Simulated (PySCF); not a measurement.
OZr, SMILES [O]=[Zr], multiplicity 1.

The structure is a stationary point at PBE0-D3(BJ)/def2-TZVPD. The spin state was assumed, not searched. The def2 effective core potentials stand for the cores of Zr; spin–orbit coupling is left out.

The numbers are results of CAM-B3LYP/def2-TZVPD (PySCF), not measurements.

The molecule is in vacuum.

Computed frontier levels, gap, dipole moment and polarisability:
```
Property                                                                                                         Result
---------------------------------------------------------------------------------------------  ------------------------
highest occupied level                                                                                         -6.32 eV
lowest empty level                                                                                             -1.80 eV
orbital gap                                                                                                     4.52 eV
dipole moment                                                                                                    2.78 D
quadrupole, principal values (traceless, Buckingham form, about the centre of nuclear charge)     -3.94, 1.97, 1.97 D·Å
mean static polarisability                                                                       100.2 bohr³ (14.85 Å³)
polarisability, principal values                                                               88.4, 106.2, 106.2 bohr³
```
